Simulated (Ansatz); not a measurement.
`[F][In]([F])[O]CC(F)(F)F` at its PBE0-D4/def2-TZVP geometry, where that method's forces vanish. The species carries charge 0 and has multiplicity 1. In takes the def2 core potential.

```xyz
11

F     1.2462   -2.8258   -1.7194
In    1.1609   -0.9580   -1.2736
F     1.4084    0.3164   -2.7031
O     1.1663   -0.3274    0.6102
C     0.2580    0.6718    0.9284
C    -1.1567    0.2708    0.5605
F    -2.0107    1.2782    0.6427
F    -1.1769   -0.1573   -0.7560
F    -1.6211   -0.7435    1.2749
H     0.4564    1.6286    0.4254
H     0.2692    0.8463    2.0100
```

(1) What forces (eV/Å) does ωB97M-V/def2-TZVPP give on these atoms in the Gaussian-basis code of Ansatz? (Best estimate.)

Answers

(1) Ansatz gave: 
```
F1  -0.002 -0.038 -0.005
In2 -0.045  0.026  0.046
F3  -0.004  0.027 -0.015
O4   0.129 -0.188 -0.103
C5  -0.055  0.307  0.191
C6   0.216  0.063  0.077
F7  -0.161  0.187  0.009
F8   0.046 -0.096 -0.249
F9  -0.081 -0.196  0.125
H10 -0.020 -0.087  0.027
H11 -0.024 -0.004 -0.102
```
